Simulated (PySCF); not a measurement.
## Correlation energy of Gd⁵²⁺ (gadolinium, charge +52)

[Ne] 3s2, closed-shell 1S. All numbers are calculated (PySCF 2.14, scalar relativity by spin-free X2C-1e, in an uncontracted even-tempered set (17 s from 13 bohr⁻², ratio 2.5; 12 p from 17 bohr⁻², ratio 2.5; 4 d from 60 bohr⁻², ratio 2.7; 4 f from 90 bohr⁻², ratio 2.7)). Frozen: 1s2; 10 electrons correlated; the 20 highest virtual orbitals of each spin left out.

```csv
level,correlation energy (mhartree)
CCSD,-492.38
(T),-0.56
CCSD(T),-492.94
```

Diagnostics: T1 = 0.00014, D1 = 0.0004, largest double amplitude 0.043.

Cost of the coupled-cluster step: of the order of 7 core-seconds, for 10 correlated electrons.

Iterations:

```
CC2 = 0
CCSD nocc = 5, nmo = 80
frozen orbitals [0, 81, 82, 83, 84, 85, 86, 87, 88, 89, 90, 91, 92, 93, 94, 95, 96, 97, 98, 99, 100]
max_cycle = 100
direct = 0
conv_tol = 1e-08
conv_tol_normt = 1e-06
diis_space = 8
diis_start_cycle = 0
Init t2, MP2 energy = -8405.41747583135  E_corr(MP2) -0.472303275612123
Init E_corr(CCSD) = -0.472303275612128
cycle = 1  E_corr(CCSD) = -0.488183305170027  dE = -0.0158800296  norm(t1,t2) = 0.0111676
cycle = 2  E_corr(CCSD) = -0.49146774011126  dE = -0.00328443494  norm(t1,t2) = 0.00245508
cycle = 3  E_corr(CCSD) = -0.492379758208679  dE = -0.000912018097  norm(t1,t2) = 0.000545465
cycle = 4  E_corr(CCSD) = -0.49237971639125  dE = 4.18174292e-08  norm(t1,t2) = 2.28574e-06
cycle = 5  E_corr(CCSD) = -0.492379722122134  dE = -5.73088421e-09  norm(t1,t2) = 6.32342e-09
CCSD converged
E(CCSD) = -8405.437552277863  E_corr = -0.4923797221221343
CCSD(T) correction = -0.000556446362691141
```

At this charge the one-electron X2C treatment keeps the bare 1/r₁₂, with no two-electron picture change or Breit term. The effect here is smaller than on the frozen 1s shell; and a scalar Hamiltonian misses the large spin-orbit splitting of the p shells, which matters for ns² → np² pairs.
